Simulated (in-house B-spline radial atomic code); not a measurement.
Results of a calculation; reference values are marked as such.
# Stopping of slow ions oscillates with Z: Ga to Tc at r_s = 2

A nucleus sits in a uniform electron gas with a rigid positive background. The Kohn-Sham equations are solved self-consistently in the spin-unpolarised LDA (PW92), non-relativistic, on B-splines with outgoing waves at the boundary and partial waves to l = 8. The model has no lattice, no bands and no magnetic solution. Atomic units; δ_l are the phase shifts at the Fermi level, counted so that each bound state adds π, and good to about 0.0005.

The density parameter is r_s = 2 bohr, near that of the valence electrons of Si (4 per atom, density 2.33 g/cm³, mass 28.09 u, which gives r_s = 2.01). The friction coefficient Q = n k_F σ_tr gives dE/dx = Q v for slow ions. Some elements are left out of the table, so an extreme may lie at one of them.

| ion | δ0/π | δ1/π | δ2/π | δ3/π | σ_tr (bohr²) | Q (a.u.) |
| --- | --- | --- | --- | --- | --- | --- |
| Ga | 3.152 | 2.283 | 1.064 | 0.020 | 14.10 | 0.4037 |
| Ge | 3.224 | 2.366 | 1.095 | 0.022 | 20.32 | 0.5819 |
| As | 3.293 | 2.451 | 1.127 | 0.024 | 27.18 | 0.7782 |
| Se | 3.359 | 2.532 | 1.162 | 0.026 | 33.93 | 0.9715 |
| Br | 3.421 | 2.606 | 1.204 | 0.027 | 40.59 | 1.1622 |
| Kr | 3.480 | 2.673 | 1.252 | 0.027 | 47.63 | 1.3640 |
| Rb | 3.534 | 2.730 | 1.309 | 0.026 | 55.17 | 1.5798 |
| Sr | 3.582 | 2.778 | 1.374 | 0.024 | 62.17 | 1.7802 |
| Zr | 3.661 | 2.852 | 1.519 | 0.020 | 65.87 | 1.8862 |
| Nb | 3.694 | 2.882 | 1.597 | 0.019 | 59.53 | 1.7046 |
| Mo | 3.727 | 2.909 | 1.673 | 0.019 | 48.68 | 1.3941 |
| Tc | 3.760 | 2.938 | 1.747 | 0.020 | 36.07 | 1.0328 |

Problem. Where are the largest and smallest frictions, and what do the phase shifts say there?

Solution. Largest: Zr, Q = 1.8862; smallest: Ga, Q = 0.4037, a ratio of 4.7. For the largest δ2/π = 1.52: the d resonance is about half filled and sits at the Fermi level, where it scatters most. For the smallest, which lies at the edge of the table, the differences δ_l − δ_(l+1), measured from the nearest multiple of π, are 0.13π, 0.22π, 0.04π; σ_tr grows with the sines of these.

Problem. At equal speed, Lindhard and Scharff's formula, with silicon as an example target, scales as Z^(7/6)/(Z^(2/3) + 14^(2/3))^(3/2). How does its rise from the first ion to the last compare?

Solution. It rises smoothly by 1.0467/0.8852 = 1.18, while Q changes by 1.033/0.404 = 2.56. The statistical formula averages over shells, so it can't show the oscillation.
